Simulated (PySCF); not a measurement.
GeO, neutral, multiplicity 1. Atoms are numbered in the order given.

```xyz
2

Ge     0.0000     0.0000    -0.3266
O      0.0000     0.0000     1.3063
```

The structure is a stationary point at B3LYP-D3(BJ)/def2-TZVPD.

The numbers are results of PBE/def2-TZVPD in PySCF, not measurements.

ESP charges are fitted to the potential on shells at 1.4 to 2.0 van der Waals radii. Atomic charges (e):

| atom | ESP fit | meta-Löwdin |
|---|---|---|
| Ge1 | ? | 0.60 |
| O2 | ? | -0.60 |

Complete the blanks. (An estimate is asked for; the answer gives what the named calculation found.)


- Ge1, ESP fit: 0.43
- O2, ESP fit: -0.43
